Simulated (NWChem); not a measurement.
**Correlation energy of BeF₂**

```
Be
F 1 1.3865
F 1 1.3865 2 180.00
```
Charge 0, spin multiplicity 1.

Program: NWChem. The geometry was optimised at B3LYP/def2-SVP, a minimum by its harmonic frequencies.

Basis set: cc-pVDZ. Each correlation energy counts from its own Hartree-Fock reference.

The correlated methods keep 3 core orbitals frozen. The structure started from a generated list of species. No row is a measurement; the coupled-cluster row has its own basis-set and correlation limits.

### Question
One of these methods gave a correlation energy of -429.5 mHa. Which?
A. CR-CCSD(T)
B. SCS-MP2
C. CCSD+T(CCSD)
D. CCSD

### Answer
C, CCSD+T(CCSD). The others give -403.7 (SCS-MP2), -427.2 (CR-CCSD(T)), -421.8 (CCSD).
